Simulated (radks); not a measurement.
Values are calculated unless marked as measured or tabulated.
Question: Excited configurations of Mo: one electron is placed in a higher orbital outside [Kr] 4d5. The ground configuration is [Kr] 4d5 5s1. Code: a radial shooting solver on a logarithmic mesh with Libxc functionals. Model: scalar-relativistic Kohn-Sham, SCAN, spin-polarised, spherical densities, finite nucleus; open shells are filled with parallel spins first (spin-orbit coupling, left out, can overturn this in heavy ions); meta-GGA in the generalised Kohn-Sham scheme; Fermi nuclear charge, rms radius 4.4091 fm. Excitation = E - E(ground); binding = E(ion) - E, where the ion is the core of charge +1; n* = 1/sqrt(2 binding) in atomic units, and the quantum defect is n - n*.

| outer orbital | excitation (eV) | binding (eV) | n* | quantum defect | eigenvalue (eV) | <r> (bohr) |
|---|---|---|---|---|---|---|
| 4f | 6.785 | 0.892 | 3.906 | 0.094 | -0.422 | 17.76 |
| 5d | 6.153 | 1.524 | 2.988 | 2.012 | -0.702 | 10.74 |
| 5f | 7.062 | 0.614 | 4.707 | 0.293 | -0.351 | 30.25 |
| 6d | 6.764 | 0.912 | 3.862 | 2.138 | -0.526 | 20.55 |
| 7p | 6.715 | 0.962 | 3.761 | 3.239 | -0.608 | 21.69 |

Estimate the row for 7f.

Answer: excitation (eV) 7.361; binding (eV) 0.316; n* 6.563; quantum defect 0.437; eigenvalue (eV) -0.212; <r> (bohr) 63.80. The Delta-SCF ionisation energy is 7.677 eV (NIST Atomic Spectra Database: 7.092 eV, measured). Self-interaction in the functional shifts the binding energies and quantum defects, so they are the method's values and not measured ones. Open shells are spherical and high-spin; term and fine-structure splittings are not resolved.
